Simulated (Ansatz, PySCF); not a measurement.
Molecule: PbI$_{2}$, charge 0, multiplicity 1. 
Structure (B3LYP-D3(BJ)/def2-TZVP (Ansatz, an electronic-structure program) minimum search):
SMILES: [I][Pb][I]
```xyz
3

Pb    -0.0030    -0.0135     1.0149
I      1.1203    -1.8760    -0.8069
I     -1.1156     1.8970    -0.7633
```
Charge 0, spin multiplicity 1.

Dipole moments at this geometry, in debye (magnitudes).

```tsv
level	program	dipole (D)
BLYP/def2-TZVPD	Ansatz	3.43
revPBE/def2-TZVPD	Ansatz	3.53
r2SCAN/def2-TZVPD	Ansatz	3.65
B97M-V/def2-TZVPD	Ansatz	3.74
B3LYP/def2-TZVPD	Ansatz	3.72
PBE0/def2-TZVPD	Ansatz	3.81
TPSSh/def2-TZVPD	PySCF	3.75
r2SCAN0/def2-TZVPD	Ansatz	3.89
HSE06/def2-TZVPD	Ansatz	3.80
CAM-B3LYP/def2-TZVPD	PySCF	4.00
LC-wPBE/def2-TZVPD	Ansatz	4.23
wB97M-V/def2-TZVPD	Ansatz	4.06
wB97X-V/def2-TZVPD	Ansatz	4.16
CCSD(T)/def2-SVPD	Ansatz	3.76
```
